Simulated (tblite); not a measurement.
Ethynylcyclohexane, C8H12.
Bonds: C1–C2 (triple), C2–C3, C3–C4, C4–C5, C5–C6, C6–C7, C7–C8, C3–C8. Hydrogens: H9 on C1; H10 on C3; H11, H12 on C4; H13, H14 on C5; H15, H16 on C6; H17, H18 on C7; H19, H20 on C8.

Computed with GFN2-xTB (tblite), gas phase: Langevin dynamics at 400 K from the optimised GFN2-xTB geometry, time step 0.5 fs, friction 0.01 fs⁻¹, 2000 steps. The instantaneous temperature is 2·E(kin)/(3Nk) with all 3N coordinates.

```csv
t (fs),T (K),E(pot) above start (eV),C1≡C2 (Å),C2–C3 (Å),C3–C4 (Å),C4–C5 (Å),C5–C6 (Å),C1–H9 (Å)
0,328,0.000,1.197,1.451,1.534,1.526,1.526,1.049
25,261,0.603,1.185,1.480,1.505,1.547,1.568,1.044
50,278,0.641,1.213,1.495,1.544,1.515,1.491,1.099
75,213,0.860,1.228,1.418,1.476,1.549,1.533,1.015
100,325,0.600,1.190,1.507,1.512,1.548,1.518,1.093
125,266,0.743,1.190,1.472,1.514,1.493,1.519,1.004
150,427,0.796,1.221,1.425,1.574,1.496,1.555,1.071
175,425,0.672,1.198,1.475,1.563,1.495,1.547,1.061
200,320,1.086,1.165,1.504,1.547,1.480,1.549,1.038
225,358,0.946,1.224,1.418,1.538,1.529,1.544,1.070
250,420,0.976,1.207,1.408,1.519,1.521,1.520,1.006
275,459,0.916,1.154,1.455,1.524,1.501,1.589,1.063
300,357,0.916,1.210,1.477,1.524,1.487,1.592,1.046
325,335,1.016,1.227,1.460,1.532,1.514,1.581,1.105
350,311,1.036,1.181,1.497,1.533,1.534,1.606,0.992
375,373,0.806,1.202,1.420,1.526,1.520,1.487,1.101
400,419,0.640,1.220,1.408,1.512,1.539,1.521,1.031
425,319,0.723,1.179,1.481,1.541,1.558,1.523,1.069
450,294,0.707,1.204,1.452,1.510,1.519,1.480,1.029
475,277,0.802,1.203,1.441,1.543,1.508,1.525,1.064
500,331,0.683,1.194,1.433,1.538,1.585,1.550,1.051
525,423,0.655,1.198,1.466,1.456,1.569,1.529,1.064
550,334,1.062,1.200,1.493,1.514,1.550,1.481,1.056
575,426,0.904,1.206,1.412,1.541,1.503,1.501,1.069
600,468,0.800,1.197,1.410,1.565,1.493,1.594,1.040
625,402,1.043,1.185,1.482,1.618,1.479,1.618,1.055
650,434,0.919,1.201,1.463,1.545,1.454,1.526,1.047
675,374,0.742,1.209,1.443,1.551,1.521,1.526,1.086
700,377,0.768,1.198,1.425,1.552,1.534,1.594,1.007
725,294,1.027,1.178,1.418,1.549,1.522,1.535,1.099
750,428,0.913,1.194,1.462,1.520,1.507,1.483,1.000
775,470,0.722,1.204,1.437,1.519,1.603,1.522,1.099
800,443,0.819,1.194,1.454,1.549,1.581,1.527,1.044
825,444,1.169,1.188,1.493,1.549,1.452,1.530,1.065
850,526,0.970,1.214,1.415,1.590,1.493,1.526,1.074
875,461,0.951,1.217,1.445,1.600,1.503,1.573,1.053
900,415,0.852,1.159,1.529,1.562,1.519,1.521,1.072
925,393,0.931,1.217,1.515,1.495,1.514,1.506,1.043
950,310,1.055,1.222,1.434,1.509,1.564,1.550,1.135
975,300,1.056,1.187,1.417,1.580,1.537,1.528,1.001
1000,436,0.873,1.173,1.461,1.532,1.493,1.543,1.129
```

**Question.** From 500 fs on, how do temperature and potential energy compare with equipartition?

**Answer.** The mean temperature of these 21 frames is 404 K against the target 400 K, and the mean potential energy 0.90 eV against 54 × kT/2 = 0.93 eV for 54 classical harmonic modes. For 20 atoms in a canonical ensemble the temperature itself scatters by T·√(2/(3N)) = 73 K; here its standard deviation is 61 K. The whole run lasts only 10 friction times of 100 fs, so these averages carry a wide statistical error.

**Question.** What are the kinetic and total energies of the listed frame with the highest potential energy?

**Answer.** The one at 825 fs, 1.169 eV above the start. Its kinetic energy is 3NkT/2 = 1.148 eV at 444 K, so the sum is 2.32 eV; over the listed frames the sum runs from 0.85 to 2.33 eV, since the thermostat adds and removes energy.

**Question.** How much do the listed bonds fluctuate from 500 fs on?

**Answer.** 
```tsv
bond	at the start (Å)	mean (Å)	standard deviation (Å)
C1≡C2	1.197	1.197	0.015
C2–C3	1.451	1.453	0.033
C3–C4	1.534	1.545	0.036
C4–C5	1.526	1.523	0.040
C5–C6	1.526	1.536	0.034
C1–H9	1.049	1.061	0.035
```

The motion is classical and holds no zero-point motion.

What follows is the cost of the whole dynamics run. On one thread, Intel Xeon 6975P-C (x86_64), shared host, this took 9.9 s of wall time and 0.19 GiB of memory at its peak.
